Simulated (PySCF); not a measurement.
Computed with PySCF 2.14.0 with PBE-D3(BJ)/def2-TZVP // B3LYP-D3(BJ)/def2-TZVP. Gas-phase values, no solvent. 

Reference species (SMILES): `[Cl][InH][Cl]` (neutral, multiplicity 1).

| Item | Result |
|---|---|
| HOMO | -7.52 eV |
| LUMO | -2.80 eV |

Changed species: `[InH3]` (3 of 3 Cl replaced by H; the reference has 1 of 3 Cl replaced by H).

Give the shifts of the HOMO and LUMO.

the HOMO rises by 0.53 eV, to -6.99 eV; the LUMO rises by 0.15 eV, to -2.65 eV.
